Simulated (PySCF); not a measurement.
**GeSe under electron impact: the energy ladder**

r²SCAN in PySCF with def2-TZVPPD on every atom, for the lowest determinant that a PBE0 search found; no spin–orbit coupling.

```csv
species,state (unpaired electrons),Re (Å),ωe (cm⁻¹),energy of the minimum from the neutral (eV),De (eV),dissociates to
GeSe,singlet (closed shell),2.143,410,0.00,5.31,Ge + Se
GeSe⁺,doublet (π ↑),2.295,325,9.67,3.72,Ge⁺ + Se
GeSe⁻,doublet (π ↑),2.257,331,-0.80,4.00,Ge + Se⁻
```

Q: Work out the lowest energy to break GeSe into atoms, from its vibrational ground state.

A: D0 = De − ωe/2 = 5.31 − 0.03 = 5.28 eV (r²SCAN/def2-TZVPPD).

Q: Work out the ionisation energy of the Ge atom at this level and the threshold of dissociative ionisation.

A: IE(Ge) = 9.67 + 3.72 − 5.31 = 8.08 eV, so Ge⁺ + Se + e⁻ appears at D0 + IE(Ge) = 13.36 eV (r²SCAN/def2-TZVPPD). The measured IE(Ge) is 7.899 eV (NIST ASD).

Q: Work out the electron affinity of the Se atom and the threshold of dissociative attachment.

A: EA(Se) = 5.31 − 4.00 − (-0.80) = 2.11 eV, so Ge + Se⁻ needs D0 − EA(Se) = 3.17 eV (r²SCAN/def2-TZVPPD). The measured EA(Se) is 2.021 eV.

Q: At which energy does ion-pair formation open?

A: Ge⁺ + Se⁻ lies at D0 + IE(Ge) − EA(Se) = 11.25 eV (r²SCAN/def2-TZVPPD).

These are thermodynamic thresholds; the onsets seen under electron impact lie higher where the geometry changes, and cross-sections peak well above them.

For an ion De counts to the pair picked by the measured ionisation energies or electron affinities, which need not be the lowest pair at this level. The highest Kohn–Sham level is positive in this anion. Much of that is self-interaction error, but it also means that the finite basis helps to hold the extra electron. States were picked by a PBE0 search and need not be the measured ground states.
